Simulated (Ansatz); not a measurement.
BGeH7InNOS, SMILES `OB[N]([InH2])[GeH2][SH]`. Charge 0, multiplicity 1. In: def2 effective core potential. The structure was optimised at the PBE0-D4/def2-TZVP level. It is one conformer, not always the lowest.

```xyz
13

O     0.428   -1.596    2.298
B    -0.357   -1.345    1.202
N     0.025   -0.532    0.117
In    1.636    0.849   -0.158
Ge   -1.151   -0.148   -1.201
S    -0.444    2.003   -1.633
H     1.280   -1.153    2.279
H    -1.437   -1.882    1.229
H     1.913    1.820    1.229
H     2.669    0.430   -1.461
H    -2.635   -0.124   -0.814
H    -0.899   -0.833   -2.554
H    -1.027    2.511   -0.533
```

Question: What is the dipole moment at r2SCAN/def2-TZVPP? (Estimate.)

Answer: Ansatz gave: 2.37 D, with components (-0.42, 1.79, -1.50) D in this frame, pointing from negative to positive charge.

Question: And with PBE, B3LYP, ωB97M-V? (Estimate.)

Answer: The calculation gave: PBE 2.37 D, B3LYP 2.43 D, ωB97M-V 2.43 D.

Question: Give the Mulliken charges with r2SCAN, ωB97M-V, PBE in def2-TZVPP. (Estimate.)

Answer: The calculation gave: 
```json
{"atom": "O1", "r2SCAN": "-0.33", "ωB97M-V": "-0.31", "PBE": "-0.27"}
{"atom": "B2", "r2SCAN": "0.18", "ωB97M-V": "0.12", "PBE": "0.05"}
{"atom": "N3", "r2SCAN": "-0.46", "ωB97M-V": "-0.48", "PBE": "-0.30"}
{"atom": "In4", "r2SCAN": "0.51", "ωB97M-V": "0.41", "PBE": "0.45"}
{"atom": "Ge5", "r2SCAN": "0.38", "ωB97M-V": "0.29", "PBE": "0.31"}
{"atom": "S6", "r2SCAN": "-0.31", "ωB97M-V": "-0.28", "PBE": "-0.28"}
{"atom": "H7", "r2SCAN": "0.18", "ωB97M-V": "0.16", "PBE": "0.17"}
{"atom": "H8", "r2SCAN": "-0.05", "ωB97M-V": "0.02", "PBE": "-0.03"}
{"atom": "H9", "r2SCAN": "-0.12", "ωB97M-V": "-0.08", "PBE": "-0.12"}
{"atom": "H10", "r2SCAN": "-0.13", "ωB97M-V": "-0.09", "PBE": "-0.13"}
{"atom": "H11", "r2SCAN": "0.01", "ωB97M-V": "0.05", "PBE": "0.01"}
{"atom": "H12", "r2SCAN": "0.00", "ωB97M-V": "0.04", "PBE": "0.00"}
{"atom": "H13", "r2SCAN": "0.14", "ωB97M-V": "0.16", "PBE": "0.15"}
```

B3LYP here is the variant with VWN-RPA as its local correlation; programs differ in this.
